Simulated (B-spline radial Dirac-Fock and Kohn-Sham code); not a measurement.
Core-level shifts of lanthanum with charge state

Model: Dirac-Fock ΔSCF + Breit + QED. Program: an atomic code on a B-spline grid. Each ion is free and in its tabulated ground configuration. No correlation.

Reference: La³⁸⁺, [Ar] 3d1, with 1s 41062.6 eV, 2s 8339.2 eV, 2p1/2 7977.8 eV, 3s 3103.4 eV. Shifts from it, in eV (a dash: the subshell is empty, belongs to an open shell averaged over j, or its hole state is left out as unreliable):

| ion | configuration | 1s | 2s | 2p1/2 | 3s |
| --- | --- | --- | --- | --- | --- |
| La³⁹⁺ | [Ne] 3s2 3p6 | +131.6 | +125.8 | +127.6 | +92.4 |
| La⁴⁰⁺ | [Ne] 3s2 3p5 | +269.0 | +243.3 | +247.7 | +175.1 |
| La⁴¹⁺ | [Ne] 3s2 3p4 | +408.2 | +362.1 | +369.2 | +258.5 |
| La⁴²⁺ | [Ne] 3s2 3p3 | +549.4 | +482.3 | – | +342.8 |

Values without a named source are computed, but for edge energies of neutral atoms, which are taken from tables.
